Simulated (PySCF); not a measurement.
Species: C6H6Cl2.
Bonds: Cl1–C2, C2–Cl3, C2–C4, C4–C5 (double), C5–C6, C6–C7 (double), C7–C8, C4–C8. Hydrogens: H9 on C2; H10 on C5; H11 on C6; H12 on C7; H13, H14 on C8.

Torsions of this conformer, `[Cl:1][CH:2]([Cl:3])[C:4]1=[CH:5][CH:6]=[CH:7][CH2:8]1`: Cl1–C2–C4–C5 -119°.

The closed-shell ground state was solved at several levels (PySCF, density fitting, gas phase, non-relativistic). Isolated species at its PBE0-D3(BJ)/def2-SVP geometry (one conformer only).

```
          level  basis functions  HOMO (eV)  LUMO (eV)  gap (eV)  dipole (D)
B3LYP/def2-SVPD              222      -6.58      -1.61      4.97        2.20
  PBE0/pcSseg-1              180      -6.81      -1.38      5.43        2.23
```

What might wB97X-D/pcSseg-1 (180 basis functions) give for the same quantities?

HOMO -8.60 eV, LUMO 0.36 eV, gap 8.96 eV, dipole 2.26 D.

Over all these levels, which gives the widest orbital gap and which the narrowest?

wB97X-D/pcSseg-1 (range-separated hybrid) has the widest, 8.96 eV, and B3LYP/def2-SVPD (global hybrid, 20 % exact exchange) the narrowest, 4.97 eV. Functional and basis both differ between the two, so the spread mixes both effects.

How far do the dipole and the HOMO energy spread over the levels?

The dipole runs from 2.20 to 2.26 D (mean 2.23 D) and the HOMO from -8.60 to -6.58 eV.
